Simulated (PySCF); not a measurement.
PySCF input file for bromine monochloride (BrCl), SMILES BrCl, SMD-PBE0/6-31G*. Coordinates come from a B3LYP-D3(BJ)/def2-TZVP optimisation.

```python
import numpy as np
from pyscf import gto, scf, dft
from pyscf.solvent import smd

mol = gto.M(
    atom='''
    Cl    0.00000000    0.00000000   -1.45740919
    Br    0.00000000    0.00000000    0.70788447
    ''',
    basis='6-31G*',
    charge=0,
    spin=0,
    max_memory=1600,
    verbose=3,
)
mf = dft.RKS(mol, xc='pbe0').density_fit(auxbasis='def2-universal-jkfit')
mf.grids.level = 3
mf.conv_tol = 1e-9
mf.max_cycle = 100
mf.kernel()
res = {}
for name in ['water', 'dichloromethane', '2-propanol']:
    s = mf.SMD()
    s.with_solvent.solvent, s.with_solvent.sasa_ng = name, 302
    s.kernel(mf.make_rdm1())
    res[name] = (s.e_tot, s.with_solvent.get_cds(), s.dip_moment(), s.mo_energy, s.converged)
    print(f'SMD {name}: dG(solv) = {(s.e_tot - mf.e_tot) * 627.509474:.3f} kcal/mol, of which CDS {res[name][1] * 627.509474:.3f}')
```

Program output:

```
converged SCF energy = -3033.54977218078
converged SCF energy = -3033.55060011865
Dipole moment(X, Y, Z, Debye):  0.00000,  0.00000,  0.71171
SMD water: dG(solv) = -0.520 kcal/mol, of which CDS -0.008
converged SCF energy = -3033.55514197247
Dipole moment(X, Y, Z, Debye): -0.00000,  0.00000,  0.69412
SMD dichloromethane: dG(solv) = -3.370 kcal/mol, of which CDS -2.939
converged SCF energy = -3033.55504048566
Dipole moment(X, Y, Z, Debye): -0.00000, -0.00000,  0.70452
SMD 2-propanol: dG(solv) = -3.306 kcal/mol, of which CDS -2.827
```

The calculation finished and met its thresholds.

Cost: around 9 core-seconds (rough).
